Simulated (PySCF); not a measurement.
Molfile (atoms numbered from 1):
```
C9H10
     RDKit          3D

 19 19  0  0  0  0  0  0  0  0999 V2000
   -0.3130    3.3794    1.0205 C   0  0  0  0  0  0  0  0  0  0  0  0
   -0.2022    2.0651    0.9902 C   0  0  0  0  0  0  0  0  0  0  0  0
    0.5653    1.3017   -0.0483 C   0  0  0  0  0  0  0  0  0  0  0  0
   -0.3730    0.4562   -0.8554 C   0  0  0  0  0  0  0  0  0  0  0  0
   -0.4001   -0.8684   -0.8763 C   0  0  0  0  0  0  0  0  0  0  0  0
   -1.2119   -1.8741   -1.5821 C   0  0  0  0  0  0  0  0  0  0  0  0
   -0.5316   -2.9075   -1.0413 C   0  0  0  0  0  0  0  0  0  0  0  0
    0.3488   -2.0154   -0.2662 C   0  0  0  0  0  0  0  0  0  0  0  0
    1.3363   -2.2003    0.5923 C   0  0  0  0  0  0  0  0  0  0  0  0
   -0.8829    3.8878    1.7797 H   0  0  0  0  0  0  0  0  0  0  0  0
    0.1698    4.0078    0.2890 H   0  0  0  0  0  0  0  0  0  0  0  0
   -0.6991    1.4529    1.7320 H   0  0  0  0  0  0  0  0  0  0  0  0
    1.0810    2.0037   -0.7089 H   0  0  0  0  0  0  0  0  0  0  0  0
    1.3065    0.6668    0.4378 H   0  0  0  0  0  0  0  0  0  0  0  0
   -1.0975    1.0030   -1.4474 H   0  0  0  0  0  0  0  0  0  0  0  0
   -2.0343   -1.7902   -2.2677 H   0  0  0  0  0  0  0  0  0  0  0  0
   -0.5903   -3.9765   -1.1249 H   0  0  0  0  0  0  0  0  0  0  0  0
    1.8549   -1.3883    1.0717 H   0  0  0  0  0  0  0  0  0  0  0  0
    1.6633   -3.1944    0.8508 H   0  0  0  0  0  0  0  0  0  0  0  0
  1  2  2  0
  2  3  1  0
  3  4  1  0
  4  5  2  0
  5  6  1  0
  6  7  2  0
  7  8  1  0
  8  9  2  0
  8  5  1  0
  1 10  1  0
  1 11  1  0
  2 12  1  0
  3 13  1  0
  3 14  1  0
  4 15  1  0
  6 16  1  0
  7 17  1  0
  9 18  1  0
  9 19  1  0
M  END
```

Non-relativistic, one conformer, gas phase, rapidly exchanging positions averaged. NMR shieldings at PBE0/pcSseg-1/GIAO; GFN2-xTB structure; PySCF 2.14.

δ = σ(ref) − σ, references computed at the same level: 13C (σ = 186.93 ppm), 1H (σ = 31.72 ppm) vs TMS.

```json
{"atoms": "H11", "nucleus": "1H", "count": "1", "δ (ppm)": "5.40"}
{"atoms": "C3", "nucleus": "13C", "count": "1", "δ (ppm)": "39.8"}
{"atoms": "H18", "nucleus": "1H", "count": "1", "δ (ppm)": "5.17"}
{"atoms": "H15", "nucleus": "1H", "count": "1", "δ (ppm)": "5.25"}
{"atoms": "H17", "nucleus": "1H", "count": "1", "δ (ppm)": "?"}
{"atoms": "C5", "nucleus": "13C", "count": "1", "δ (ppm)": "147.2"}
{"atoms": "H12", "nucleus": "1H", "count": "1", "δ (ppm)": "?"}
{"atoms": "C9", "nucleus": "13C", "count": "1", "δ (ppm)": "103.1"}
{"atoms": "C8", "nucleus": "13C", "count": "1", "δ (ppm)": "?"}
{"atoms": "H19", "nucleus": "1H", "count": "1", "δ (ppm)": "?"}
{"atoms": "C1", "nucleus": "13C", "count": "1", "δ (ppm)": "?"}
{"atoms": "C4", "nucleus": "13C", "count": "1", "δ (ppm)": "121.9"}
{"atoms": "H13/H14", "nucleus": "1H", "count": "2", "δ (ppm)": "?"}
{"atoms": "C6", "nucleus": "13C", "count": "1", "δ (ppm)": "156.4"}
{"atoms": "H10", "nucleus": "1H", "count": "1", "δ (ppm)": "5.25"}
{"atoms": "C2", "nucleus": "13C", "count": "1", "δ (ppm)": "146.7"}
{"atoms": "C7", "nucleus": "13C", "count": "1", "δ (ppm)": "153.0"}
{"atoms": "H16", "nucleus": "1H", "count": "1", "δ (ppm)": "7.15"}
```

Task: Complete the table.

Result: 
- C8: 156.5 ppm, fully substituted alkene carbon; as expected for a trigonal carbon in a double bond
- C1: 121.3 ppm, terminal =CH2 carbon; the olefinic region
- H17: 7.06 ppm, hydrogen on an alkene CH; attached to an sp2 carbon and in the plane of the double bond
- H12: 6.04 ppm, hydrogen on an alkene CH; olefinic region
- H19: 5.06 ppm, hydrogen on a terminal =CH2 carbon; olefinic region
- H13/H14: 3.08 ppm, hydrogen on an allylic sp3 CH2; allylic position

Shifts are as computed. Against solution values, carbons near 30 ppm lie about +3 ppm off and those near 130 ppm about +5 ppm. Of 1211 compounds with measured shifts, 218 miss one by over three times the rms of a fit or turn the order of signals round; such compounds aren't used in these exercises.
